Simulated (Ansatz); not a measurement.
FeF₂. Total charge 0; triplet. Geometry r2SCAN-D4/def2-TZVP; atoms count from 1.

```xyz
3

Fe   -0.0001    0.0000    0.0000
F    -0.3016   -1.4428    0.9017
F     0.3016    1.4428   -0.9017
```

The charge 0 triplet is spin-contaminated (final ⟨S²⟩ up to 3.01, 2.00 for a pure state). The geometry of the triplet was relaxed on an unsound state (⟨S²⟩ 3.01, where a pure state has 2.00). At PBE0-D4/def2-TZVP a quintet of charge 0 lies 1.41 eV below the triplet, each at its own geometry. The structure comes from a short search, and lower isomers may exist.

**Question.** Estimate the Mulliken populations from the PBE0/def2-TZVP orbitals of Ansatz.

**Answer.** 
| atom | charge (e) | spin (α − β) | d electrons |
| --- | --- | --- | --- |
| Fe1 | 1.03 | 1.87 | 6.38 |
| F2 | -0.51 | 0.06 | – |
| F3 | -0.51 | 0.06 | – |
Mulliken values and Mayer orders depend strongly on the basis.

**Question.** Where does the spin sit?

**Answer.** Summed by element: Fe 1.87, F 0.13, of 2 unpaired in all. Largest on single atoms: Fe1 1.87, F2 0.06, F3 0.06.

**Question.** And the Mayer bond orders between bonded heavy atoms (over 0.3)?

**Answer.** Fe1–F2 0.84 (1.73 Å); Fe1–F3 0.84 (1.73 Å).
